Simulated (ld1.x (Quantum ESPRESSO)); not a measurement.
# cobalt: one change to a TM potential, before and after

| Quantity | Value |
| --- | --- |
| Element | Co (Z = 27) |
| Generator | ld1.x (Quantum ESPRESSO) 7.5 |
| Type | norm-conserving Troullier–Martins (Kleinman–Bylander form) |
| Functional | BP86 |
| Relativity | scalar-relativistic |
| Frozen core | [Ne] |
| Valence charge | 17 |
| Reference configuration | 3s2 3p6 3d7 4s1.75 4p0.25 |
| Partial waves | 3s (bound): rc 0.75 bohr; 3p (bound): rc 1.15 bohr; 3d (bound): rc 1.30 bohr |
| Local potential | the d channel |
| Core correction | none |

Occupied shells without a wave of their own: 4p, 4s. They enter only through the test configuration that unscreens the potential.

Change: wave 3p (bound): rc 1.15 bohr becomes 3p (bound): rc 1.78 bohr.

Cutoffs: the cutoffs (Ry, on a coarse ladder) from which the occupation-weighted sum of valence levels, in a spherical-Bessel basis at the reference potential, stays within 10 and 1 mRy of its value at 400 Ry; they do not see the model core or the augmentation charge, which bear on the density cutoff. Errors are all-electron minus pseudo energies relative to the spin-unpolarised reference configuration.

Task: What does the change do?

Result: Of the 7 tests that both files solve, the error grows in 1 and shrinks in 4 by more than 15 % and 0.3 meV (median size 124.7 → 75.2 meV); neither file shows a bound ghost.

```tsv
quantity	base	changed
cutoff, loose	230 Ry	230 Ry
cutoff, tight	over 300 Ry	over 300 Ry
loose cutoff by channel (10 mRy a level)	s 200 Ry, p 70 Ry, d 120 Ry	s 200 Ry, p 50 Ry, d 120 Ry
bound ghosts	none	none
largest miss of a reference level, eV	0.14	0.14
error for 3s2 3p6 3d7 4s2 4p0, meV [ΔE -1.07 eV]	-19	-7.5
error for 3s2 3p6 3d7 4s1 4p0, meV [ΔE 8.15 eV]	+161	+186
error for 3s2 3p6 3d7 4s0 4p0, meV [ΔE 25.03 eV]	+429	+470
error for 3s1 3p6 3d7 4s2 4p0, meV [ΔE 109.53 eV]	-92	-75
error for 3s2 3p6 3d7 4s0 4p2, meV [ΔE 7.98 eV]	+125	+4.7
error for 3s2 3p6 3d8 4s0 4p0, meV [ΔE 5.59 eV]	+277	+291
error for 3s2 3p5 3d7 4s2 4p0, meV [ΔE 72.56 eV]	-64	+54
```

Base: The 4p, 4s levels have no wave, so the channel is fitted at the deeper level alone: the likely source of the large errors. Changed file: The 4p, 4s levels have no wave, so the channel is fitted at the deeper level alone: the likely source of the large errors.
